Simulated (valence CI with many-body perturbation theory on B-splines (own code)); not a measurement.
## W XXIV: E2, M1 decay

Computed by valence CI with perturbative core correlation (CI+MBPT): five valence electrons over a frozen Dirac-Fock core [Kr] 4d10, radial functions for each j: 7 s, 7 p, 7 d, 7 f, 4 g, 2 h, with the one-electron correlation potential Σ1 (screened to all orders), the two-electron term Σ2, the three-electron term Σ3, Breit, model QED; selected single and double excitations, second order for the rest, scaled by the run's own slope (own B-spline code, finite nucleus).

No measured spectrum was set against this ion. As an estimate, terms of the open shell hold to a few per cent of their energy, and close levels can change places. Among the levels kept, up to 1000 cm⁻¹ of a level comes from second order outside the variational space, and about a tenth of that is noise between levels of different J, which matters for small intervals. Only levels of the ground parity were solved; by the run's estimate the other parity begins above the list, which can be wrong where configurations are misplaced.

Lines 51 to 100 of 120 in falling wavelength, among levels below 35.758 eV, chosen from the decays that carry over 1 % of a level's rate. Wavelengths and rates use the calculated energies, so an error of 2000 cm⁻¹ moves a line at 4318 Å by 8.6 % and its rate by three times that or more. Electric multipoles are in the length gauge, E1 and E2 with the static RPA response of the core. Weak lines are less certain than strong ones. Lines between different terms over intervals too small for the method are left out, as are lines whose strength nearly cancels. Where a level lies close to another of its J and parity, the split of strength between their lines is uncertain.

Names give the largest LS component (configuration and term), which can be under half, so a name can repeat, a term be missing and a line seem to break the LS rules; names also repeat where a configuration has a term twice. Letters in brackets count levels of one name in rising energy.

```tsv
λ vac (Å)	Upper	Lower	Type	A (s⁻¹)	Branch %
4404	4f5 4I°_11/2 [a]	4f5 4I°_9/2 [a]	M1	2.64e+02	38.1
4325	4f5 6F°_5/2 [b]	4f5 6F°_5/2 [a]	M1	1.18e+02	13.9
4321	4f5 6F°_5/2 [b]	4f5 6F°_3/2	M1	1.87e+02	22.1
4318	4f5 4G°_9/2 [a]	4f5 6F°_11/2	M1	2.01e+01	7.3
4300	4f5 6F°_3/2	4f5 6H°_5/2	M1	2.68e+01	100.0
4295	4f5 6F°_5/2 [a]	4f5 6H°_5/2	M1	8.89e+01	95.6
4166	4f5 6F°_1/2	4f5 6H°_5/2	E2	6.97e-03	10.9
4087	4f5 4L°_13/2 [a]	4f5 6H°_13/2	M1	1.24e+02	54.4
4079	4f5 6P°_3/2	4f5 6F°_5/2 [b]	M1	2.72e+01	17.2
3868	4f5 4L°_15/2	4f5 4M°_15/2	M1	1.89e+02	41.0
3781	4f5 4M°_17/2	4f5 6H°_15/2	M1	5.30e+01	44.0
3661	4f5 4F°_5/2 [a]	4f5 6F°_5/2 [b]	M1	1.39e+02	18.5
3483	4f5 4G°_7/2 [a]	4f5 6F°_7/2	M1	9.83e+01	14.6
3451	4f5 4H°_11/2 [a]	4f5 6F°_11/2	M1	2.97e+01	22.6
3414	4f5 4F°_3/2 [a]	4f5 6F°_1/2	M1	3.34e+02	62.3
3365	4f5 4P°_5/2 [a]	4f5 6F°_7/2	M1	1.19e+02	24.1
3363	4f5 6F°_11/2	4f5 6H°_9/2	M1	1.26e+00	6.6
3331	4f5 4F°_3/2 [a]	4f5 6F°_5/2 [a]	M1	7.70e+00	1.4
3329	4f5 4F°_3/2 [a]	4f5 6F°_3/2	M1	1.40e+02	26.1
3253	4f5 2G°_9/2 [a]	4f5 6F°_11/2	M1	2.28e+01	3.9
3222	4f5 4L°_13/2 [a]	4f5 6H°_11/2	M1	9.72e+01	42.8
3197	4f5 4G°_9/2 [a]	4f5 6F°_9/2	M1	9.09e+00	3.3
3164	4f5 4K°_11/2	4f5 6H°_11/2	M1	1.39e+02	37.6
3151	4f5 4H°_7/2 [a]	4f5 6F°_5/2 [b]	M1	2.69e+01	5.6
2968	4f5 4K°_15/2 [a]	4f5 6H°_15/2	M1	4.06e+01	14.3
2732	4f5 6F°_5/2 [b]	4f5 6H°_7/2	M1	2.77e+02	32.6
2696	4f5 4H°_11/2 [a]	4f5 6F°_9/2	M1	4.50e+01	34.2
2646	4f5 4H°_7/2 [a]	4f5 6F°_9/2	M1	8.60e+00	1.8
2619	4f5 4P°_5/2 [a]	4f5 6F°_5/2 [a]	M1	2.52e+02	50.8
2617	4f5 4P°_5/2 [a]	4f5 6F°_3/2	M1	2.10e+01	4.2
2617	4f5 4K°_15/2 [a]	4f5 6H°_13/2	M1	6.43e+00	2.3
2587	4f5 4I°_9/2 [a]	4f5 6H°_9/2	M1	1.10e+02	23.7
2573	4f5 2G°_9/2 [a]	4f5 6F°_9/2	M1	1.98e+02	33.8
2572	4f5 4L°_15/2	4f5 6H°_15/2	M1	9.50e+01	20.6
2556	4f5 4L°_13/2 [b]	4f5 6H°_15/2	M1	3.99e+00	1.0
2541	4f5 4K°_11/2	4f5 6H°_9/2	M1	2.28e+02	61.5
2508	4f5 4G°_9/2 [a]	4f5 6F°_7/2	M1	2.83e+01	10.2
2396	4f5 4G°_7/2 [a]	4f5 6H°_9/2	M1	3.33e+02	49.6
2383	4f5 4F°_5/2 [a]	4f5 6F°_7/2	M1	8.64e+01	11.5
2304	4f5 4L°_15/2	4f5 6H°_13/2	M1	1.53e+02	33.2
2292	4f5 4L°_13/2 [b]	4f5 6H°_13/2	M1	6.89e+01	18.0
2252	4f5 4H°_11/2 [a]	4f5 6H°_13/2	M1	1.00e+01	7.6
2238	4f5 2P°_1/2 [a]	4f5 6F°_1/2	M1	1.26e+02	22.6
2215	4f5 4G°_9/2 [a]	4f5 6H°_11/2	M1	1.38e+02	50.1
2201	4f5 2P°_1/2 [a]	4f5 6F°_3/2	M1	4.26e+02	76.1
2156	4f5 4H°_7/2 [a]	4f5 6F°_7/2	M1	7.22e+01	15.0
2155	4f5 6F°_5/2 [b]	4f5 6H°_5/2	M1	2.38e+02	28.1
2132	4f5 6P°_3/2	4f5 6F°_1/2	M1	1.41e+01	8.9
2108	4f5 2G°_9/2 [a]	4f5 6F°_7/2	M1	1.83e+02	31.3
2101	4f5 4I°_9/2 [a]	4f5 6H°_7/2	M1	3.46e+02	74.3
```
